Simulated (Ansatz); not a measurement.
Gas-phase electronic energies from Ansatz, PBE0-D4/def2-TZVP geometries. CCSD(T)/CBS is the MP2 limit (def2-TZVPP, def2-QZVPP) plus CCSD(T) − MP2 in def2-TZVPP, frozen cores. This one scheme is used for every species. Functionals use def2-TZVPP. For Ge outer-core shells are correlated without core-valence functions, which leaves a few kJ/mol of doubt a bond. Scalar relativity is left out up to krypton.

`C=[N][AlH2]` + `C[BH][GeH3]` → `C[B]([AlH2])[GeH3]` + `C=N`  (formal exchange of groups at the Al–N bond)

`C=[N][AlH2]`:

```xyz
7

C     1.202    0.530    0.716
N     0.205    0.089    0.121
Al   -1.200   -0.529   -0.715
H     2.230    0.346    0.365
H     1.125    1.133    1.634
H    -1.836    0.386   -1.835
H    -1.726   -1.956   -0.286
```

`C[BH][GeH3]`:

```xyz
10

C    -0.582    0.358   -1.444
B    -0.090    0.724   -0.023
Ge    0.635   -0.663    1.326
H    -0.486    1.159   -2.180
H    -1.670    0.222   -1.300
H    -0.212   -0.583   -1.854
H    -0.172    1.861    0.352
H     2.128   -0.382    1.597
H     0.529   -2.122    0.836
H    -0.080   -0.574    2.689
```

`C[B]([AlH2])[GeH3]`:

Cartesian coordinates in Å:
```
C -1.308 0.737 0.880
B -0.131 0.254 -0.021
Al 1.047 1.412 -1.347
Ge 0.407 -1.746 0.160
H -1.850 1.623 0.544
H -2.018 -0.032 1.197
H -0.776 1.040 1.801
H 0.757 1.424 -2.915
H 2.318 2.218 -0.818
H 0.083 -2.345 1.545
H 1.890 -2.045 -0.144
H -0.417 -2.539 -0.881
```

`C=N`:

Cartesian coordinates in Å:
```
C 0.014 0.330 -0.207
N 0.394 -0.418 0.733
H -0.769 0.078 -0.932
H 0.486 1.307 -0.327
H -0.124 -1.297 0.733
```

```
         level  ΔE (kJ/mol)
       ωB97M-V        111.3
MP2/def2-TZVPP        114.3
 MP2/CBS(def2)        114.5
CCSD/CBS(def2)        106.3
```

Task: What does CCSD(T)/CBS give? (An estimate is asked.)

Result: The calculation gave: +104.5 kJ/mol. The listed levels differ from it by 6.8, 9.8, 10.0, 1.8 kJ/mol.

Largest T1 diagnostic among the species: 0.015.

The D4 term adds −3.7 kJ/mol with B3LYP and −2.2 kJ/mol with PBE0; it sums over pairs of atoms, weighted by their polarisabilities, and B3LYP, whose exchange is more repulsive, gets the larger term. In def2-TZVPP, CCSD(T) changes the Hartree–Fock value by −17.1 kJ/mol (the triples alone add −1.8 kJ/mol) and MP2 by −7.1 kJ/mol.

B3LYP here is the variant with VWN-RPA as its local correlation; programs differ in this.
